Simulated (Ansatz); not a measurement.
`C[CH2][In]([OH])[SH]` + `[OH][Mg][F]` → `[OH][In]([F])[SH]` + `C[CH2][Mg][OH]`  (redistribution)

Calculated with Ansatz (gas phase, PBE0-D4/def2-TZVP geometries, no zero-point term in ΔE). CCSD(T)/CBS adds triple-zeta CCSD(T) − MP2 to the extrapolated MP2 energy (def2 sets, frozen cores). DFT in def2-TZVPP. def2 core potentials past Kr. For In, Mg outer-core shells are correlated without core-valence functions, which leaves a few kJ/mol of doubt a bond. One conformer a species, not always the lowest.

```tsv
level	ΔE (eV)
ωB97X-V	1.32
ωB97M-V	1.31
HF/def2-QZVPP	1.32
SCS-MP2/def2-QZVPP	1.44
```

What does CCSD(T)/CBS give? (Best estimate.)

Computed: +1.38 eV. The listed levels differ from it by -0.06, -0.07, -0.06, 0.06 eV.

Largest T1 diagnostic among the species: 0.016.

From PBE to PBE0 (25 % exact exchange), in def2-TZVPP and without D4, ΔE moves by +0.06 eV. In def2-TZVPP, CCSD(T) changes the Hartree–Fock value by +0.09 eV (the triples alone add −0.01 eV) and MP2 by +0.19 eV.
